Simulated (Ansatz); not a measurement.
`c1cc2ccc3ccc4cncc(c2c1)c34`. Total charge 0; triplet. Geometry r2SCAN-D4/def2-SVP, that of the neutral singlet; atoms count from 1.

Cartesian coordinates in Å:
```
C 0.860 3.520 -0.787
C 0.499 2.769 -1.893
C 0.195 1.444 -1.452
C -0.204 0.434 -2.309
C -0.539 -0.914 -2.035
C -0.540 -1.542 -0.804
C -0.895 -2.943 -0.580
C -0.789 -3.235 0.749
C -0.356 -2.030 1.452
C -0.097 -1.772 2.785
N 0.302 -0.546 3.207
C 0.443 0.417 2.320
C 0.209 0.295 0.904
C 0.398 1.424 0.038
C 0.800 2.706 0.389
C -0.203 -0.985 0.490
H 1.149 4.574 -0.797
H 0.446 3.103 -2.930
H -0.271 0.727 -3.364
H -0.829 -1.525 -2.897
H -1.195 -3.625 -1.377
H -0.988 -4.197 1.225
H -0.202 -2.545 3.557
H 0.767 1.387 2.717
H 1.037 3.057 1.394
```

At PBE0-D4/def2-SVP a singlet of charge 0 lies 1.24 eV below the triplet at the same geometry.

(1) Estimate the Mulliken populations from the PBE0/def2-SVP orbitals of Ansatz.

(2) Where does the spin sit?

(3) And the Mayer bond orders between heavy atoms (over 0.3)?

Answers

(1) 
```json
{"atom": "C1", "charge (e)": "-0.03", "spin (α − β)": "-0.06"}
{"atom": "C2", "charge (e)": "0.04", "spin (α − β)": "0.51"}
{"atom": "C3", "charge (e)": "-0.01", "spin (α − β)": "-0.11"}
{"atom": "C4", "charge (e)": "-0.05", "spin (α − β)": "0.31"}
{"atom": "C5", "charge (e)": "-0.02", "spin (α − β)": "-0.05"}
{"atom": "C6", "charge (e)": "-0.01", "spin (α − β)": "0.27"}
{"atom": "C7", "charge (e)": "-0.02", "spin (α − β)": "-0.11"}
{"atom": "C8", "charge (e)": "0.01", "spin (α − β)": "0.21"}
{"atom": "C9", "charge (e)": "-0.08", "spin (α − β)": "-0.03"}
{"atom": "C10", "charge (e)": "0.06", "spin (α − β)": "0.22"}
{"atom": "N11", "charge (e)": "-0.17", "spin (α − β)": "-0.04"}
{"atom": "C12", "charge (e)": "0.03", "spin (α − β)": "0.24"}
{"atom": "C13", "charge (e)": "-0.01", "spin (α − β)": "-0.05"}
{"atom": "C14", "charge (e)": "0.02", "spin (α − β)": "0.35"}
{"atom": "C15", "charge (e)": "-0.02", "spin (α − β)": "0.38"}
{"atom": "C16", "charge (e)": "0.05", "spin (α − β)": "0.05"}
{"atom": "H17", "charge (e)": "0.03", "spin (α − β)": "0.00"}
{"atom": "H18", "charge (e)": "0.03", "spin (α − β)": "-0.02"}
{"atom": "H19", "charge (e)": "0.01", "spin (α − β)": "-0.02"}
{"atom": "H20", "charge (e)": "0.02", "spin (α − β)": "0.00"}
{"atom": "H21", "charge (e)": "0.01", "spin (α − β)": "0.00"}
{"atom": "H22", "charge (e)": "0.01", "spin (α − β)": "-0.01"}
{"atom": "H23", "charge (e)": "0.03", "spin (α − β)": "-0.01"}
{"atom": "H24", "charge (e)": "0.02", "spin (α − β)": "-0.01"}
{"atom": "H25", "charge (e)": "0.04", "spin (α − β)": "-0.02"}
```
Mulliken values depend strongly on the basis.

(2) Summed by element: C 2.14, N -0.04, H -0.09, of 2 unpaired in all. Largest on single atoms: C2 0.51, C15 0.38, C14 0.35.

(3) C1–C2 1.27 (1.39 Å); C1–C15 1.42 (1.43 Å); C2–C3 1.20 (1.43 Å); C3–C4 1.33 (1.38 Å); C3–C14 1.20 (1.50 Å); C4–C5 1.38 (1.42 Å); C5–C6 1.39 (1.38 Å); C6–C7 1.17 (1.46 Å); C6–C16 1.12 (1.45 Å); C7–C8 1.55 (1.36 Å); C8–C9 1.11 (1.46 Å); C9–C10 1.32 (1.38 Å); C9–C16 1.29 (1.43 Å); C10–N11 1.45 (1.36 Å); N11–C12 1.59 (1.32 Å); C12–C13 1.23 (1.44 Å); C13–C14 1.19 (1.44 Å); C13–C16 1.32 (1.41 Å); C14–C15 1.17 (1.39 Å).
